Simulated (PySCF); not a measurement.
# Electronic structure of Ag (silver, neutral) at the UHF level

Configuration: [Kr] 4d10 5d1, 2D determinant (an excited configuration). Computed with PySCF 2.14 in aug-cc-pwCVTZ-PP with ECP28MDF, with a scalar-relativistic core potential.

* Total energy: -145.836563 hartree
* One-electron energy: -258.7720 hartree
* Hartree (Coulomb) energy: 126.2395 hartree
* Exchange energy: -13.3041 hartree
* ⟨S²⟩: 0.7500
* ⟨L²⟩: 6.001
* Sum of ⟨r⟩: 27.99 bohr
* Sum of ⟨r²⟩: 72.11 bohr²
* Traceless quadrupole moment −½Σ⟨3z² − r²⟩ along its main axis: 11.5 e·bohr²

| shell | electrons | mean orbital energy (hartree) | spread (hartree) | rms radius, mean of both spins (bohr) |
| --- | --- | --- | --- | --- |
| 4s α | 1 | -4.47951 | 0 | 0.985 |
| 4s β | 1 | -4.47836 | 0 | 0.985 |
| 4p α | 3 | -2.93255 | 0.00007 | 1.08 |
| 4p β | 3 | -2.93129 | 0.00155 | 1.08 |
| 4d α | 5 | -0.63426 | 0.00398 | 1.51 |
| 4d β | 5 | -0.63309 | 0.00241 | 1.51 |
| 5d α | 1 | -0.01498 | 0 | 6.35 |

Energies and moments cover only the electrons outside the core potential. The outer electron is Rydberg-like, and this basis confines it to a smaller radius and binds it less than a complete one would.
